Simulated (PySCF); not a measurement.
C₆H₁₂, SMILES C1CCCCC1. Coordinates come from a PBE0-D3(BJ)/def2-SVP optimisation. Other conformers were not sampled.

Computed equilibrium geometry at PBE0-D3(BJ)/def2-SVP (PySCF confirms it by a frequency run) as Cartesian coordinates in Å, and its point group (one conformer of several):
point group D3d.
```xyz
18

C     -1.2612    -0.7282    -0.2279
C     -1.2612     0.7282     0.2279
C      0.0000     1.4563    -0.2279
C      1.2612     0.7282     0.2279
C      1.2612    -0.7282    -0.2279
C      0.0000    -1.4563     0.2279
H     -1.3182    -0.7611    -1.3315
H     -2.1601    -1.2471     0.1431
H     -2.1601     1.2471    -0.1431
H     -1.3182     0.7611     1.3315
H      0.0000     1.5221    -1.3315
H      0.0000     2.4943     0.1431
H      2.1601     1.2471    -0.1431
H      1.3182     0.7611     1.3315
H      2.1601    -1.2471     0.1431
H      1.3182    -0.7611    -1.3315
H      0.0000    -1.5221     1.3315
H      0.0000    -2.4943    -0.1431
```
Charge 0, spin multiplicity 1.
